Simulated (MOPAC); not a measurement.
Job for MOPAC: PM3 on CH3FOSn (SMILES C[O][Sn][F]), a point of a torsion scan.

```
PM3 1SCF PRECISE CHARGE=0 THREADS=1
CH3FOSn

C     -1.01693243 1    -0.15796555 1     0.24952985 1
O     -0.18581708 1     0.89447150 1    -0.18795576 1
Sn     0.94170734 1     2.00858579 1    -1.40485256 1
F      0.98672999 1     1.00094411 1    -3.24041775 1
H     -0.93105821 1    -1.02058461 1    -0.41244172 1
H     -2.05601948 1     0.17633137 1     0.26452872 1
H     -0.72198889 1    -0.44986373 1     1.26019909 1
```

The log:

```
*******************************************************************************
 **                                                                           **
 **                              MOPAC v23.2.5                                **
 **                                                                           **
 *******************************************************************************
 ** MOPAC's Digital Object Identifier: https://doi.org/10.5281/zenodo.6511958 **
 **                                                                           **
 ** Please cite the open-source release paper for use of this MOPAC version:  **
 ** J. E. Moussa and J. J. P. Stewart (2026)                                  **
 ** MOPAC: An open-source semiempirical molecular orbital program             **
 ** J. Open Source Softw., 11(119), 8025, https://doi.org/10.21105/joss.08025 **
 *******************************************************************************

                              PM3 CALCULATION RESULTS

 *******************************************************************************
 *  PM3        - The PM3 Hamiltonian to be used
 *
 *
 *
 *                 CHARGE ON SYSTEM = 0
 *
 *
 *
 *  PRECISE    - TIGHTER CRITERIA TO BE USED
 *  1SCF       - DO 1 SCF AND THEN STOP
 *  THREADS=1  - MULTI-THREADING NOT USED
 *  T=         - A TIME OF 172800.0 SECONDS REQUESTED
 *  DUMP=N     - RESTART FILE WRITTEN EVERY 7200.0 SECONDS REQUESTED
 *******************************************************************************
PM3 1SCF PRECISE CHARGE=0 THREADS=1
 CH3FOSn

   ATOM   CHEMICAL          X               Y               Z
  NUMBER   SYMBOL      (ANGSTROMS)     (ANGSTROMS)     (ANGSTROMS)

     1       C         -1.01693243  *  -0.15796555  *   0.24952985  *
     2       O         -0.18581708  *   0.89447150  *  -0.18795576  *
     3      Sn          0.94170734  *   2.00858579  *  -1.40485256  *
     4       F          0.98672999  *   1.00094411  *  -3.24041775  *
     5       H         -0.93105821  *  -1.02058461  *  -0.41244172  *
     6       H         -2.05601948  *   0.17633137  *   0.26452872  *
     7       H         -0.72198889  *  -0.44986373  *   1.26019909  *



          CARTESIAN COORDINATES

    NO.       ATOM           X           Y           Z

     1         C         -1.0169     -0.1580      0.2495
     2         O         -0.1858      0.8945     -0.1880
     3        Sn          0.9417      2.0086     -1.4049
     4         F          0.9867      1.0009     -3.2404
     5         H         -0.9311     -1.0206     -0.4124
     6         H         -2.0560      0.1763      0.2645
     7         H         -0.7220     -0.4499      1.2602

  H: (PM3): J. J. P. STEWART, J. COMP. CHEM. 10, 209 (1989).
  C: (PM3): J. J. P. STEWART, J. COMP. CHEM. 10, 209 (1989).
  O: (PM3): J. J. P. STEWART, J. COMP. CHEM. 10, 209 (1989).
  F: (PM3): J. J. P. STEWART, J. COMP. CHEM. 10, 209 (1989).
 Sn: (PM3): J. J. P. STEWART, J. COMP. CHEM. 12, 320-341 (1991).

           Empirical Formula: C H3 O Sn F  =     7 atoms



      MOLECULAR POINT GROUP   :   C1


      RHF CALCULATION, NO. OF DOUBLY OCCUPIED LEVELS = 12


 -------------------------------------------------------------------------------
 PM3 1SCF PRECISE CHARGE=0 THREADS=1
 CH3FOSn



     1SCF WAS SPECIFIED, SO BFGS WAS NOT USED
     SCF FIELD WAS ACHIEVED


                              PM3 CALCULATION
                                                       MOPAC v23.2.5 Linux




          FINAL HEAT OF FORMATION =        -88.58331 KCAL/MOL =    -370.63257 KJ/MOL


          COSMO AREA              =        124.43 SQUARE ANGSTROMS
          COSMO VOLUME            =        112.70 CUBIC ANGSTROMS

          IONIZATION POTENTIAL    =         10.184443 EV
          HOMO LUMO ENERGIES (EV) =        -10.184 -1.315
          NO. OF FILLED LEVELS    =         12
          MOLECULAR WEIGHT        =        168.7225         POINT GROUP:  C1

          MOLECULAR DIMENSIONS (Angstroms)

            Atom       Atom       Distance
            H     7    F     4     5.02793
           Sn     3    H     5     2.81310
            H     7    H     6     1.62122


          SCF CALCULATIONS        =          1





   ATOM   CHEMICAL          X               Y               Z
  NUMBER   SYMBOL      (ANGSTROMS)     (ANGSTROMS)     (ANGSTROMS)

     1       C         -1.01693243  *  -0.15796555  *   0.24952985  *
     2       O         -0.18581708  *   0.89447150  *  -0.18795576  *
     3      Sn          0.94170734  *   2.00858579  *  -1.40485256  *
     4       F          0.98672999  *   1.00094411  *  -3.24041775  *
     5       H         -0.93105821  *  -1.02058461  *  -0.41244172  *
     6       H         -2.05601948  *   0.17633137  *   0.26452872  *
     7       H         -0.72198889  *  -0.44986373  *   1.26019909  *

                             CARTESIAN COORDINATES

   1    C       -1.016932430    -0.157965550     0.249529850
   2    O       -0.185817080     0.894471500    -0.187955760
   3   Sn        0.941707340     2.008585790    -1.404852560
   4    F        0.986729990     1.000944110    -3.240417750
   5    H       -0.931058210    -1.020584610    -0.412441720
   6    H       -2.056019480     0.176331370     0.264528720
   7    H       -0.721988890    -0.449863730     1.260199090


           Empirical Formula: C H3 O Sn F  =     7 atoms



      MOLECULAR POINT GROUP   :   C1


                  EIGENVALUES
 -36.09919 -26.20687 -18.34930 -16.48463 -14.96136 -14.93865 -14.54045 -13.85388
 -13.83950 -10.68918 -10.58106 -10.18444  -1.31523   0.33379   0.95418   4.22118
   4.80278   4.83030   5.77100


              NET ATOMIC CHARGES AND DIPOLE CONTRIBUTIONS

  ATOM NO.   TYPE          CHARGE      No. of ELECS.   s-Pop       p-Pop
    1          C           0.196444        3.8036     1.11186     2.69169
    2          O          -0.689852        6.6899     1.80474     4.88511
    3         Sn           0.989996        3.0100     1.84586     1.16415
    4          F          -0.493793        7.4938     1.76396     5.72983
    5          H          -0.008941        1.0089     1.00894
    6          H           0.000481        0.9995     0.99952
    7          H           0.005665        0.9943     0.99434
 DIPOLE           X         Y         Z       TOTAL
 POINT-CHG.     1.809     4.096     1.916     4.871
 HYBRID        -1.480    -2.551    -0.309     2.965
 SUM            0.330     1.545     1.607     2.253


          ATOMIC ORBITAL ELECTRON POPULATIONS

     Atom    s        px        py        pz
    1  C   1.11186   0.89552   0.85740   0.93877
    2  O   1.80474   1.60160   1.50946   1.77405
    3 Sn   1.84586   0.29803   0.47530   0.39081
    4  F   1.76396   1.95459   1.93620   1.83904
    5  H   1.00894
    6  H   0.99952
    7  H   0.99434

 **********************
 *                    *
 * JOB ENDED NORMALLY *
 *                    *
 **********************




 == MOPAC DONE ==
```

The run finished.

Cost: very roughly 0.05 core-seconds.
